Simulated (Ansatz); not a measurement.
Geometry optimisation, Ansatz 0.2.0, RKS revPBE-D4/6-31G*.

input.yaml

```yaml
crystal:
  periodic: [false, false, false]
  atoms:
    - { symbol: B, position_ang: [0.0, 0.0, 0.0] }
    - { symbol: O, position_ang: [0.0, 0.0, 1.76] }
    - { symbol: H, position_ang: [-0.9095, -0.2814, 2.0971] }
    - { symbol: Cl, position_ang: [1.6108, 0.0, -0.93] }
    - { symbol: H, position_ang: [-1.0305, 0.0, -0.595] }
    - { symbol: P, position_ang: [0.4713, 2.0436, 0.6969] }
    - { symbol: H, position_ang: [1.5351, 1.9906, 1.636] }
    - { symbol: H, position_ang: [0.8576, 2.8446, -0.4102] }
    - { symbol: H, position_ang: [0.2517, 1.0913, 1.6935] }
basis:
  gaussian: { orbitals: "6-31G*" }
hamiltonian:
  xc: revpbe
  dispersion: d4
relax:
  f_tol: 0.15
  max_steps: 25
  restrain:
    - { distance: [0, 5], at: 3.11, k: 30.0 }
    - { distance: [8, 1], at: 2.21, k: 30.0 }
    - { distance: [0, 1], at: 1.41, k: 30.0 }
    - { distance: [8, 5], at: 1.42, k: 30.0 }
output:
  orbitals: {}
```

Command:

```bash
$ ansatz run input.yaml --threads 1 --pin off --max-ram 2048MiB --backend cpu --events-out ev --progress --plain --runs-dir out
```

Question: Where does it end, and by what steps?

Answer: It converged. The restraints hold the end off the free minimum. After 9 steps the energy has fallen by 5.067 eV (the restraints' own energy left out); P6 moved furthest, 0.88 Å.

| step | energy less start (eV) | largest force component (eV/Å) | accepted |
| --- | --- | --- | --- |
| 0 | 0.0000 | 4.709 | yes |
| 1 | -0.1813 | 3.297 | yes |
| 2 | -0.7068 | 3.305 | yes |
| 3 | -2.2260 | 3.996 | yes |
| 4 | -3.7763 | 1.583 | yes |
| 5 | -4.6577 | 1.093 | yes |
| 6 | -4.9906 | 1.031 | yes |
| 7 | -5.0326 | 0.705 | yes |
| 8 | -5.0571 | 0.706 | yes |
| 9 | -5.0668 | 0.700 | yes |

```xyz
9
Properties=species:S:1:pos:R:3
B 0.071 -0.140 0.179
O -0.080 -0.671 1.451
H -1.005 -0.549 1.748
Cl 1.634 -0.403 -0.617
H -0.840 0.339 -0.449
P 0.602 2.785 1.147
H 1.931 2.260 1.185
H 0.437 2.525 -0.247
H 0.036 1.542 1.552
```

The run took 36 s on 1 thread of Arm Neoverse V1, on a shared host, peak memory 0.14 GiB.
